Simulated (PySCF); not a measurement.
C2Cl3, SMILES Cl[C]=C(Cl)Cl, multiplicity 2. Atoms are numbered in the order given.

```xyz
5

Cl    -0.3536     2.3463     0.0000
C     -0.7651     0.7315     0.0000
C     -0.1152    -0.4192     0.0000
Cl     1.6286    -0.5241     0.0000
Cl    -0.9644    -1.9325     0.0000
```
Charge 0, spin multiplicity 2.

Coordinates come from a B3LYP-D3(BJ)/def2-SVP optimisation. The isomer is the one that the SMILES or the coordinates give; other isomers of the formula were not compared.

Level of theory: ωB97X/def2-TZVP run with PySCF.

Isolated molecule, no solvent.

Computed frontier levels, dipole moment and polarisability:
The α spin, highest occupied and lowest empty level is -9.91 and 1.33 eV. The β spin, highest occupied and lowest empty level comes out as -9.67 and -1.48 eV, the dipole moment comes out as 0.83 D and the quadrupole, principal values (traceless, Buckingham form, about the centre of nuclear charge) comes out as -2.04, -0.79, 2.83 D·Å. The mean static polarisability is 60.0 bohr³ (8.89 Å³). The polarisability, principal values comes out as 35.8, 58.9, 85.3 bohr³ and the ⟨S²⟩ is 0.771 (pure state 0.75).
